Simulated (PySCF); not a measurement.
Gas-phase reaction: TaOCl3 + 3 O + 3 F ⇌ TaOF3 + 3 ClO

Energies from PySCF (xtb for GFN2), thermal terms from the rigid-rotor harmonic-oscillator model, ideal gas at 1 bar. † marks an energy on the PBE0/def2-TZVP geometry and frequencies; other levels use their own. Open shells (unrestricted): O (multiplicity 3, electronic degeneracy 9), F (multiplicity 2, electronic degeneracy 6), ClO (multiplicity 2, electronic degeneracy 4); the rest are closed-shell singlets. GFN2 has no spin-polarisation term. Spin-orbit splitting is ignored; it lowers the true energy and changes the entropy of O, F, ClO. Ta: scalar-relativistic def2 core potential, no spin-orbit coupling. TaOF3: computed as isolated molecules; such fragments, hydroxides, amides, oligomers or adducts are transient or little studied in the gas. The harmonic model lacks anharmonicity and excited electronic states, which grow with temperature; levels with a mode under 35 cm⁻¹ are left out. Soft modes under 120 cm⁻¹ make the harmonic entropy rough for TaOCl3.

```json
[
 {"level": "BLYP/def2-TZVP†", "ΔE electronic, kJ": "-1440", "ΔH°(298 K), kJ": "-1431", "ΔS°(298 K), J/K": "-322", "ΔG°(2500 K), kJ": "-551"},
 {"level": "GFN2-xTB", "ΔE electronic, kJ": "-2089", "ΔH°(298 K), kJ": "-2082", "ΔS°(298 K), J/K": "-319", "ΔG°(2500 K), kJ": "-1217"},
 {"level": "PBE/def2-SVP", "ΔE electronic, kJ": "-1451", "ΔH°(298 K), kJ": "-1443", "ΔS°(298 K), J/K": "-320", "ΔG°(2500 K), kJ": "-569"},
 {"level": "PBE0/def2-SVP†", "ΔE electronic, kJ": "-1185", "ΔH°(298 K), kJ": "-1175", "ΔS°(298 K), J/K": "-322", "ΔG°(2500 K), kJ": "-296"},
 {"level": "ωB97X-V/def2-TZVP†", "ΔE electronic, kJ": "-1283", "ΔH°(298 K), kJ": "-1274", "ΔS°(298 K), J/K": "-322", "ΔG°(2500 K), kJ": "-394"}
]
```
ΔH° is lowest at GFN2-xTB and highest at PBE0/def2-SVP†. No reference value is set beside these.
